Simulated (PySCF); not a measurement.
C2H8AlN, singlet, at a GFN2-xTB geometry (such geometries of metal compounds can be far from the true shape); CASSCF(2,2)/6-31G (PySCF).

The PySCF input:
```python
from pyscf import gto, scf, mcscf
import numpy

mol = gto.M(
    atom='''
Al   -0.65561810    0.62379236    0.28047236
H    -2.05406485    1.24855277    0.10760609
C     0.28050885   -0.08036133   -1.34985206
C     0.85264919   -1.49798897   -1.17385262
H     1.10667603    0.57922373   -1.65652680
H    -0.41356800   -0.08183353   -2.20421347
H     0.05397944   -2.21607569   -0.99189897
H     1.53218490   -1.53596801   -0.32307271
H     1.40356078   -1.81798646   -2.05965156
N    -0.03194867    0.57564758    1.94326840
H    -0.52433137    0.96333919    2.74013049
H     0.84329095    0.19201605    2.28083534
''',
    basis='6-31g',
    verbose=4,
)

mf = scf.RHF(mol)
mf.kernel()
mc = mcscf.CASSCF(mf, 2, 2)
mc.fix_spin_(ss=0.0)
mc.kernel()
occ = numpy.linalg.eigvalsh(mc.fcisolver.make_rdm1(mc.ci, mc.ncas, mc.nelecas))[::-1]
ss = mc.fcisolver.spin_square(mc.ci, mc.ncas, mc.nelecas)[0]
print('natural occupations', occ.round(4), ' <S^2>', round(ss, 4))
```

Question: Predict the main parts of the log of this PySCF run.

Answer: 
```
PySCF version 2.14.0

[INPUT] verbose = 4
[INPUT] num. atoms = 12
[INPUT] num. electrons = 40
[INPUT] charge = 0
[INPUT] spin (= nelec alpha-beta = 2S) = 0
[INPUT] symmetry False subgroup None
[INPUT] Mole.unit = angstrom
[INPUT] Symbol           X                Y                Z      unit          X                Y                Z       unit  Magmom
[INPUT]  1 Al    -0.655618100000   0.623792360000   0.280472360000 AA   -1.238938651308   1.178796718996   0.530015945910 Bohr   0.0
[INPUT]  2 H     -2.054064850000   1.248552770000   0.107606090000 AA   -3.881620008596   2.359422787367   0.203346039435 Bohr   0.0
[INPUT]  3 C      0.280508850000  -0.080361330000  -1.349852060000 AA    0.530084902017  -0.151860904706  -2.550850702080 Bohr   0.0
[INPUT]  4 C      0.852649190000  -1.497988970000  -1.173852620000 AA    1.611273449432  -2.830788890919  -2.218259962403 Bohr   0.0
[INPUT]  5 H      1.106676030000   0.579223730000  -1.656526800000 AA    2.091314605321   1.094574214549  -3.130381970002 Bohr   0.0
[INPUT]  6 H     -0.413568000000  -0.081833530000  -2.204213470000 AA   -0.781530253884  -0.154642959506  -4.165359778377 Bohr   0.0
[INPUT]  7 H      0.053979440000  -2.216075690000  -0.991898970000 AA    0.102006357957  -4.187776125407  -1.874417396538 Bohr   0.0
[INPUT]  8 H      1.532184900000  -1.535968010000  -0.323072710000 AA    2.895409833194  -2.902558874993  -0.610518940221 Bohr   0.0
[INPUT]  9 H      1.403560780000  -1.817986460000  -2.059651560000 AA    2.652345473381  -3.435496507568  -3.892177360433 Bohr   0.0
[INPUT] 10 N     -0.031948670000   0.575647580000   1.943268400000 AA   -0.060374236344   1.087816270469   3.672245062522 Bohr   0.0
[INPUT] 11 H     -0.524331370000   0.963339190000   2.740130490000 AA   -0.990842687818   1.820447234160   5.178096171670 Bohr   0.0
[INPUT] 12 H      0.843290950000   0.192016050000   2.280835340000 AA    1.593588938824   0.362857746021   4.310154127829 Bohr   0.0

nuclear repulsion = 152.367526275615
number of shells = 38
number of NR pGTOs = 144
number of NR cGTOs = 56
basis = 6-31g
ecp = {}

******** <class 'pyscf.scf.hf.RHF'> ********
method = RHF
initial guess = minao
damping factor = 0
level_shift factor = 0
DIIS = <class 'pyscf.scf.diis.CDIIS'>
diis_start_cycle = 1
diis_space = 8
diis_damp = 0
SCF conv_tol = 1e-09
SCF conv_tol_grad = None
SCF max_cycles = 50
direct_scf = True
direct_scf_tol = 1e-13
Set gradient conv threshold to 3.16228e-05
Initial guess from minao.
init E= -376.845015874854
  HOMO = -0.266478003063908  LUMO = 0.0367681806245481  gap/eV = 8.25175
cycle= 1 E= -376.665702580736  delta_E= 0.179  |g|= 0.322  |ddm|= 2.71
  HOMO = -0.355372358336309  LUMO = 0.0925158507475687  gap/eV = 12.18766
cycle= 2 E= -376.698099412078  delta_E= -0.0324  |g|= 0.131  |ddm|= 0.419
  HOMO = -0.375907390143303  LUMO = 0.0878463902612419  gap/eV = 12.61938
cycle= 3 E= -376.702549486142  delta_E= -0.00445  |g|= 0.0461  |ddm|= 0.134
  HOMO = -0.377135306489929  LUMO = 0.0900031667134793  gap/eV = 12.71149
cycle= 4 E= -376.703207898066  delta_E= -0.000658  |g|= 0.00369  |ddm|= 0.0611
  HOMO = -0.376644113557703  LUMO = 0.0903815717914351  gap/eV = 12.70842
cycle= 5 E= -376.703215574239  delta_E= -7.68e-06  |g|= 0.00121  |ddm|= 0.00931
  HOMO = -0.376932914987508  LUMO = 0.0903565292296427  gap/eV = 12.71559
cycle= 6 E= -376.703216216584  delta_E= -6.42e-07  |g|= 0.000279  |ddm|= 0.0022
  HOMO = -0.376939458403037  LUMO = 0.0903416748495518  gap/eV = 12.71537
cycle= 7 E= -376.703216268717  delta_E= -5.21e-08  |g|= 6.71e-05  |ddm|= 0.000661
  HOMO = -0.376945491213669  LUMO = 0.0903470163073397  gap/eV = 12.71568
cycle= 8 E= -376.703216272334  delta_E= -3.62e-09  |g|= 2.14e-05  |ddm|= 0.000174
  HOMO = -0.376941099720707  LUMO = 0.0903480045521809  gap/eV = 12.71558
cycle= 9 E= -376.703216272589  delta_E= -2.54e-10  |g|= 5.2e-06  |ddm|= 3.93e-05
  HOMO = -0.37694197089213  LUMO = 0.0903475060341017  gap/eV = 12.71559
Extra cycle  E= -376.703216272609  delta_E= -1.99e-11  |g|= 2.35e-06  |ddm|= 1.11e-05
converged SCF energy = -376.703216272609

******** <class 'pyscf.mcscf.mc1step.CASSCF'> ********
CAS (1e+1e, 2o), ncore = 19, nvir = 35
max_cycle_macro = 50
max_cycle_micro = 4
conv_tol = 1e-07
conv_tol_grad = None
orbital rotation max_stepsize = 0.02
orbital rotation threshold for CI restart = 0.01
augmented hessian ah_max_cycle = 30
augmented hessian ah_conv_tol = 1e-12
augmented hessian ah_linear dependence = 1e-14
augmented hessian ah_level shift = 1e-08
augmented hessian ah_start_tol = 2.5
augmented hessian ah_start_cycle = 3
augmented hessian ah_grad_trust_region = 3
kf_trust_region = 3
kf_interval = 4
ci_response_space = 4
ci_grad_trust_region = 3
with_dep4 0
natorb = False
canonicalization = True
sorting_mo_energy = False
ao2mo_level = 2
internal_rotation = False
******** <class 'pyscf.fci.addons.SpinPenaltyFCISolver'> ********
max. cycles = 50
conv_tol = 1e-08
davidson only = True
linear dependence = 1e-12
level shift = 0.001
max iter space = 12
nroots = 1
pspace_size = 400
spin = None
CASCI E = -376.703255340051  S^2 = 0.0000000
Set conv_tol_grad to 0.000316228
macro iter   1 ( 17 JK    4 micro), CASSCF E = -376.703320027217  dE = -6.46871656e-05  S^2 = 0.0000000
               |grad[o]|=0.000178  |grad[c]|=0.00343  |ddm|=0.0017  |maxRot[o]|=0.109
macro iter   2 (  7 JK    2 micro), CASSCF E = -376.703358755648  dE = -3.87284314e-05  S^2 = 0.0000000
               |grad[o]|=0.000381  |grad[c]|=0.00143  |ddm|=0.00159  |maxRot[o]|=0.0608
macro iter   3 ( 21 JK    4 micro), CASSCF E = -376.704218457336  dE = -8.59701688e-04  S^2 = 0.0000000
               |grad[o]|=0.000539  |grad[c]|=0.013  |ddm|=0.00828  |maxRot[o]|=0.229
macro iter   4 ( 21 JK    4 micro), CASSCF E = -376.707424630935  dE = -3.20617360e-03  S^2 = 0.0000000
               |grad[o]|=0.00302  |grad[c]|=0.0248  |ddm|=0.0261  |maxRot[o]|=0.177
macro iter   5 ( 21 JK    4 micro), CASSCF E = -376.714466719043  dE = -7.04208811e-03  S^2 = 0.0000000
               |grad[o]|=0.00811  |grad[c]|=0.0167  |ddm|=0.0104  |maxRot[o]|=0.204
macro iter   6 ( 19 JK    4 micro), CASSCF E = -376.715986625173  dE = -1.51990613e-03  S^2 = 0.0000000
               |grad[o]|=0.00744  |grad[c]|=0.00625  |ddm|=0.00785  |maxRot[o]|=0.106
macro iter   7 ( 14 JK    3 micro), CASSCF E = -376.716180885449  dE = -1.94260277e-04  S^2 = 0.0000000
               |grad[o]|=0.00261  |grad[c]|=0.00191  |ddm|=0.000442  |maxRot[o]|=0.0611
macro iter   8 ( 10 JK    3 micro), CASSCF E = -376.716198319653  dE = -1.74342032e-05  S^2 = 0.0000000
               |grad[o]|=0.00078  |grad[c]|=0.000244  |ddm|=8.32e-05  |maxRot[o]|=0.024
macro iter   9 (  3 JK    1 micro), CASSCF E = -376.716198427390  dE = -1.07737435e-07  S^2 = 0.0000000
               |grad[o]|=7.58e-05  |grad[c]|=1.55e-05  |ddm|=3.73e-05  |maxRot[o]|=0.00158
macro iter  10 (  3 JK    1 micro), CASSCF E = -376.716198428537  dE = -1.14687282e-09  S^2 = 0.0000000
               |grad[o]|=3.06e-05  |grad[c]|=5.42e-06  |ddm|=1.12e-05  |maxRot[o]|=7.02e-05
1-step CASSCF converged in  10 macro (136 JK  30 micro) steps
CASSCF canonicalization
Density matrix diagonal elements [1.97886824 0.02113176]
CASSCF energy = -376.716198428537
CASCI E = -376.716198428537  E(CI) = -1.49089049848243  S^2 = 0.0000000
natural occupations [1.979 0.021]  <S^2> 0.0
```
